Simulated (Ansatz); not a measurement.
```yaml
atoms:
  - { symbol: Li, position_ang: [1.0163, 0.0000, 0.0000] }
  - { symbol: Li, position_ang: [-1.0163, 0.0000, 0.0000] }
  - { symbol: F, position_ang: [0.0000, 1.1891, 0.0000] }
  - { symbol: F, position_ang: [0.0000, -1.1891, 0.0000] }
```

Basis set: def2-TZVP (spherical functions). Frozen core: 2 orbitals. Charge 0, multiplicity 1.

Computed with Ansatz (development build ahead of 0.2.0); each method stands on the lowest determinant of its kind that the runs found. Restricted open shells among the atoms or ions are ROHF, correlated in semicanonical orbitals with singles.

(1) Give the atomization energy at this shape (free ground-state atoms in the same class of orbitals less the molecule, no zero-point energy) of singlet Li2F2 by RHF-MP2, RHF.

Results:

(1)

```tsv
method	atomization energy
RHF-MP2	1331.6 kJ/mol
RHF	976.0 kJ/mol
```

Caution: the shape is not the minimum.
